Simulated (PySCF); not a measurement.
C₆H₇, SMILES [C]1=CC=CCC1, multiplicity 2. Coordinates come from a PBE0-D3(BJ)/def2-SVP optimisation. The isomer is the one that the SMILES or the coordinates give; other isomers of the formula were not compared. One conformer was computed; it need not be the lowest.

Calculation: PBE0-D3(BJ)/def2-SVP (PySCF).

Harmonic wavenumbers (cm⁻¹): 187, 324, 459, 488, 577, 681, 742, 837, 882, 938, 970, 985, 990, 1016, 1060, 1154, 1163, 1228, 1263, 1333, 1348, 1398, 1428, 1441, 1668, 1734, 3018, 3026, 3109, 3112, 3190, 3199, 3215. Rotational constants (GHz): 5.551, 4.989, 2.789; symmetry number 1.

Work out the zero-point energy and the ideal-gas rigid-rotor harmonic-oscillator thermochemistry at 298.15 K and 1 atm.

ZPE = ½ Σ hcν = ½ × 48165 cm⁻¹ = 68.85 kcal/mol. H − E(el) = 72.68 kcal/mol. Entropy in cal/(mol K): translation 39.02, rotation 25.83, vibration 7.27, spin 1.38, total 73.50. G − E(el) = 50.77 kcal/mol. Cp = 21.63 cal/(mol K).
